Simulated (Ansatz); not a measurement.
A structure drawn as `C=[CH][GeH2][Cl]`, with this starting geometry:

Cartesian coordinates in Å:
```
C 0.502 -0.175 -1.423
C -0.371 0.309 -0.637
Ge -0.296 -0.035 1.255
Cl 1.448 0.732 2.048
H 0.528 0.031 -2.515
H 1.372 -0.811 -1.065
H -1.198 0.915 -1.058
H -1.567 0.651 1.900
H -0.417 -1.617 1.496
```

The species carries charge 0 and has multiplicity 1.

Problem. Relax it with Ansatz at PBE-D4/def2-SVP and then PBE0-D4/def2-TZVP. Is the drawn bonding still there?

Solution. Yes, every drawn bond is still there and no new one forms.

Problem. Give the relaxed structure. (Best estimate.)

Solution. The calculation gave: 
Z-matrix (Å, degrees):
```
Ge
C 1 1.932
Cl 1 2.160 2 107.6
H 1 1.536 2 112.5 3 117.2
H 1 1.536 2 112.6 3 -117.2
C 2 1.326 1 123.5 3 0.2
H 2 1.088 1 116.9 3 -179.8
H 6 1.086 2 121.6 1 180.0
H 6 1.086 2 121.7 1 -0.0
```
All modes are real.

Atoms count as bonded under 1.1 times the sum of their covalent radii (H–H under 0.85 Å, pairs among N, O and F under 1.55 Å), and a drawn bond as lost past 1.3 times.
